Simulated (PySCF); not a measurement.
Isomers of C3H10Si. All species are isolated molecules in the gas phase. One relaxed conformer stands for each flexible species; it need not be the lowest. Strings in code marks are SMILES.

Quantity: vertical ionisation energy (energy after one electron is removed minus that of the parent at the parent's geometry), in eV.

Case: `CCC[SiH3]` (C–C–C–Si torsion 180°). Geometry of `C(C)C[SiH3]` (neutral, multiplicity 1, Å):

```xyz
14

C      2.0404    -0.1764     0.3805
C      0.6600     0.4514     0.2788
C     -0.4141    -0.5414    -0.1576
Si    -2.1281     0.2082    -0.2911
H      2.0451    -0.9948     1.1056
H      2.3547    -0.5877    -0.5827
H      2.7911     0.5530     0.6940
H      0.6919     1.2891    -0.4268
H      0.3851     0.8856     1.2465
H     -0.1517    -0.9767    -1.1291
H     -0.4589    -1.3807     0.5465
H     -2.1339     1.3187    -1.2834
H     -2.5568     0.7625     1.0230
H     -3.1250    -0.8107    -0.7196
```

Task: Estimate the vertical ionisation energy (energy after one electron is removed minus that of the parent at the parent's geometry) that B3LYP/6-31G* // PBE0-D3(BJ)/def2-TZVP (PySCF) returns for this input.

Result: 10.39 eV.
